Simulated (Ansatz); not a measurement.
`[Cl][GeH3]`, relaxed with RKS PBE0-D4/def2-TZVP in Ansatz 0.2.0 from a PBE-D4/def2-SVP geometry. The force threshold is 0.005 eV/Å; the program also tests the step.

Charge 0, multiplicity 1.

Start:

```xyz
5

Cl    0.889   -1.810   -0.179
Ge   -0.069    0.140    0.014
H    -0.562    0.558   -1.392
H     0.991    1.129    0.556
H    -1.250   -0.017    1.001
```

Problem. How much energy does the relaxation release, and in how many steps? (Best estimate.)

Solution. The calculation gave: 0.30 kcal/mol, in 3 steps.

Problem. Which bonds change most? (Best estimate.)

Solution. The calculation gave: Cl1–Ge2 from 2.181 to 2.155 Å; Ge2–H3 from 1.548 to 1.532 Å; Ge2–H4 from 1.548 to 1.532 Å; Ge2–H5 from 1.548 to 1.532 Å.

Problem. Give the relaxed structure. (Best estimate.)

Solution. The calculation gave: 
```xyz
5

Cl    0.876   -1.783   -0.176
Ge   -0.071    0.144    0.014
H    -0.555    0.548   -1.382
H     0.986    1.114    0.551
H    -1.237   -0.022    0.993
```
